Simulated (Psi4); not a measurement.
F$_{4}$Si (SMILES F[Si](F)(F)F), singlet, geometry from GFN2-xTB; MP2/STO-3G (Psi4).

The Psi4 input:
```
memory 2 GB

molecule {
0 1
Si    0.00000000   -0.00000000    0.00000000
F     0.88552320    0.90402113    0.92229500
F    -0.91389002   -0.91243756    0.88560507
F    -0.89400971    0.90408216   -0.91401078
F     0.92237653   -0.89566573   -0.89388928
}

set {
  basis sto-3g
  freeze_core true
  mp2_type conv
  scf_type pk
  puream true
  d_convergence 1e-8
}

energy('mp2')
print_variables()
```

It wrote (shortened):

```
   => Loading Basis Set <=

    Name: STO-3G
    Role: ORBITAL
    Keyword: BASIS

         ---------------------------------------------------------
                                   SCF
               by Justin Turney, Rob Parrish, Andy Simmonett
                          and Daniel G. A. Smith
                              RHF Reference
         ---------------------------------------------------------

  ==> Geometry <==

    Molecular point group: c1
    Full point group: Td

    Geometry (in Angstrom), charge = 0, multiplicity = 1:

       Center              X                  Y                   Z               Mass
    ------------   -----------------  -----------------  -----------------  -----------------
         SI           0.000000000000    -0.000000000000    -0.000000001827    27.976926534650
         F            0.885523200000     0.904021130000     0.922294998173    18.998403162730
         F           -0.913890020000    -0.912437560000     0.885605068173    18.998403162730
         F           -0.894009710000     0.904082160000    -0.914010781827    18.998403162730
         F            0.922376530000    -0.895665730000    -0.893889281827    18.998403162730

  Running in c1 symmetry.

  Rotational constants: A =      0.13570  B =      0.13570  C =      0.13570 [cm^-1]
  Rotational constants: A =   4068.22486  B =   4068.22485  C =   4068.22484 [MHz]
  Nuclear repulsion =  270.896052770608776

  Charge       = 0
  Multiplicity = 1
  Electrons    = 50
  Nalpha       = 25
  Nbeta        = 25

  ==> Algorithm <==

  SCF Algorithm Type is PK.
  DIIS enabled.
  MOM disabled.
  Fractional occupation disabled.
  Guess Type is SAD.
  Energy threshold   = 1.00e-08
  Density threshold  = 1.00e-08
  Integral threshold = 1.00e-12

  ==> Primary Basis <==

  Basis Set: STO-3G
    Blend: STO-3G
    Number of shells: 17
    Number of basis functions: 29
    Number of Cartesian functions: 29
    Spherical Harmonics?: true
    Max angular momentum: 1

  ==> Integral Setup <==

  Using in-core PK algorithm.
   Calculation information:
      Number of atoms:                   5
      Number of AO shells:              17
      Number of primitives:             51
      Number of atomic orbitals:        29
      Number of basis functions:        29

      Integral cutoff                 1.00e-12
      Number of threads:                 1

  Performing in-core PK
  Using 189660 doubles for integral storage.
  We computed 10254 shell quartets total.
  Whereas there are 11781 unique shell quartets.

  ==> DiskJK: Disk-Based J/K Matrices <==

    J tasked:                  Yes
    K tasked:                  Yes
    wK tasked:                  No
    Schwarz Cutoff:          1E-12

  Minimum eigenvalue in the overlap matrix is 3.5956662449E-01.
  Reciprocal condition number of the overlap matrix is 2.0828291193E-01.
    Using symmetric orthogonalization.

  ==> Pre-Iterations <==

  SCF Guess: Superposition of Atomic Densities via on-the-fly atomic UHF (no occupation information).

   -------------------------
    Irrep   Nso     Nmo
   -------------------------
     A         29      29
   -------------------------
    Total      29      29
   -------------------------

  ==> Iterations <==

                        Total Energy        Delta E     RMS |[F,P]|

   @RHF iter SAD:  -675.96108382293778   -6.75961e+02   0.00000e+00
   @RHF iter   1:  -677.69698280829527   -1.73590e+00   1.39013e-02 ADIIS/DIIS
   @RHF iter   2:  -677.84163811489577   -1.44655e-01   2.33925e-03 ADIIS/DIIS
   @RHF iter   3:  -677.84534099007533   -3.70288e-03   7.03447e-04 ADIIS/DIIS
   @RHF iter   4:  -677.84594059499886   -5.99605e-04   9.00447e-05 DIIS
   @RHF iter   5:  -677.84595078769621   -1.01927e-05   8.06790e-06 DIIS
   @RHF iter   6:  -677.84595084648561   -5.87894e-08   5.47358e-07 DIIS
   @RHF iter   7:  -677.84595084672992   -2.44313e-10   6.01353e-08 DIIS
   @RHF iter   8:  -677.84595084673242   -2.50111e-12   3.63148e-09 DIIS
[...]
  @RHF Final Energy:  -677.84595084673242
    Total Energy =                       -677.8459508467324213
  DIE_IF_NOT_CONVERGED          => (empty)
[...]
  PARENT_SYMMETRY               => (empty)
  PCG_BETA_TYPE                 => (empty)
  PCG_CONVERGENCE               => (empty)
  PCG_MAXITER                   => (empty)
  PCM                           => (empty)
  PE                            => (empty)
  PRINT                         => (empty)
  PRINT_NOONS                   => (empty)
  PROPERTIES                    => (empty)
  PROPERTIES_ORIGIN             => (empty)
  PUREAM                        => TRUE            !
  QC_MODULE                     => (empty)
  RAS1                          => (empty)
  RAS2                          => (empty)
  RAS3                          => (empty)
  RAS4                          => (empty)
  RELATIVISTIC                  => (empty)
  RELAXED                       => (empty)
  REMP_A                        => (empty)
  RESTRICTED_DOCC               => (empty)
  RESTRICTED_UOCC               => (empty)
  RMS_MOGRAD_CONVERGENCE        => (empty)
  R_CONVERGENCE                 => (empty)
  SCF_TYPE                      => PK              !
  SCREENING                     => (empty)
  SCS_TYPE                      => (empty)
  SOCC                          => (empty)
  SOS_TYPE                      => (empty)
  SPIN_SCALE_TYPE               => NONE            !
  SS_SCALE                      => (empty)
  SYMMETRIZE                    => (empty)
  TPDM_ABCD_TYPE                => (empty)
  WFN                           => (empty)
  WFN_TYPE                      => OMP2            !
  WRITER_FILE_LABEL             => (empty)
  ZORA_BASIS_TOLERANCE          => (empty)
  ZORA_NR_DEBUG                 => (empty)
  ZORA_PRUNING_SCHEME           => (empty)
  ZORA_RADIAL_POINTS            => (empty)
  ZORA_SPHERICAL_POINTS         => (empty)

 ==============================================================================
 ==============================================================================
 ==============================================================================

                             MP2
                    Program Written by Ugur Bozkaya,
              Additional Contributions by J. P. Misiewicz

 ==============================================================================
 ==============================================================================
 ==============================================================================

	MO spaces per irreps...

	IRREP   FC    OCC   VIR  FV
	==============================
	   A     9    16     4    0
	==============================

	Cost of iabc is      0 MB
	Cost of abcd is      0 MB
	Switching to the incore algorithm for iabc..
	Switching to the incore algorithm for abcd..

	Computing MP2 energy using SCF MOs (Canonical MP2)...
	==============================================================================
	Nuclear Repulsion Energy (a.u.)    :   270.89605277060878
	SCF Energy (a.u.)                  :  -677.84595084673242
	REF Energy (a.u.)                  :  -677.84595084673242
	Alpha-Alpha Contribution (a.u.)    :    -0.00840034173920
	Alpha-Beta Contribution (a.u.)     :    -0.06917901097644
	Beta-Beta Contribution (a.u.)      :    -0.00840034173920
	Scaled_SS Correlation Energy (a.u.):    -0.00560022782613
	Scaled_OS Correlation Energy (a.u.):    -0.08301481317173
	SCS-MP2 Total Energy (a.u.)        :  -677.93456588773029
	SOS-MP2 Total Energy (a.u.)        :  -677.92896565990418
	SCSN-MP2 Total Energy (a.u.)       :  -677.87552004965437
	SCS-MP2-VDW Total Energy (a.u.)    :  -677.94290032252138
	SOS-PI-MP2 Total Energy (a.u.)     :  -677.94280146209940
	MP2 Correlation Energy (a.u.)      :    -0.08597969445483
	MP2 Total Energy (a.u.)            :  -677.93193054118728
	==============================================================================

  Variable Map:
  ----------------------------------------------------------------------------
[...]
  Array Variable Map:
  ----------------------------------------------------------------------------
[...]
[...]
```
